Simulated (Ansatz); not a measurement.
Basis-set extrapolation for CH$_{3}$F$_{2}$NSSi, SMILES `N=C(F)S[SiH2]F` (PBE0-D4/def2-TZVP geometry, frozen core, Ansatz). Multiplicity 1, RHF reference.

```tsv
	def2-TZVPP	def2-QZVPP
HF	-979.628887	-979.662616
MP2 correlation	-1.143871	-1.242343
CCSD(T) correlation	-1.222014	not run
```

Energies in hartree. Use E(X) = E(∞) + A·exp(−7.88·√X) for Hartree–Fock and E(X) = E(∞) + B·X^(−2.97) for correlation, with X = 3 and 4, and add CCSD(T) minus MP2 of the smaller set to the MP2 limit.

Task: What is the CCSD(T) energy at the basis-set limit?

Result: HF limit: -979.662616 + (-0.033729) × 0.13774 = -979.66726. MP2 limit: -1.242343 + (-0.098472) × 0.74074 = -1.31529. Higher-order term: -1.222014 − (-1.143871) = -0.07814. Total: -981.06069 hartree, 131.6 kcal/mol below CCSD(T)/def2-TZVPP.
